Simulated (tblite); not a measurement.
Isomers of C5H6F3O (doublet state). Level: GFN2-xTB in tblite, geometry and Hessian alike; calculated harmonic values, unscaled, isolated species. This tight-binding method is rough: wavenumbers can miss measured ones by several per cent, in bad cases by 10 to 20. One conformer each. Open shells enter through the occupations alone, without spin polarisation, and single modes of such species can be off by tens of per cent.

Electronic energies: GFN2-xTB at the same geometries; isomer energies are rough at this level and their order can be wrong.

```json
{"SMILES": "C[CH]O/C(F)=C\\C(F)F", "electronic energy, lowest = 0 (kJ/mol)": "0.0"}
{"SMILES": "C=CO[C](F)CC(F)F", "electronic energy, lowest = 0 (kJ/mol)": "14.5"}
{"SMILES": "[CH2]CO/C(F)=C\\C(F)F", "electronic energy, lowest = 0 (kJ/mol)": "62.2"}
```

Problem. How do GFN2-xTB zero-point energies change the relative energies?

Solution. 
```json
{"SMILES": "C[CH]O/C(F)=C\\C(F)F", "ZPE (kJ/mol)": "262.5", "of it from modes above 1550 cm⁻¹": "118.5", "electronic (kJ/mol)": "0.0", "with ZPE, lowest = 0 (kJ/mol)": "0.0", "lowest mode (cm⁻¹)": "22", "rings": "0"}
{"SMILES": "C=CO[C](F)CC(F)F", "ZPE (kJ/mol)": "265.9", "of it from modes above 1550 cm⁻¹": "119.1", "electronic (kJ/mol)": "14.5", "with ZPE, lowest = 0 (kJ/mol)": "17.9", "lowest mode (cm⁻¹)": "31", "rings": "0"}
{"SMILES": "[CH2]CO/C(F)=C\\C(F)F", "ZPE (kJ/mol)": "258.9", "of it from modes above 1550 cm⁻¹": "118.2", "electronic (kJ/mol)": "62.2", "with ZPE, lowest = 0 (kJ/mol)": "58.6", "lowest mode (cm⁻¹)": "26", "rings": "0"}
```

The zero-point energies span 7.0 kJ/mol, from `[CH2]CO/C(F)=C\C(F)F` to `C=CO[C](F)CC(F)F`. The order is unchanged.
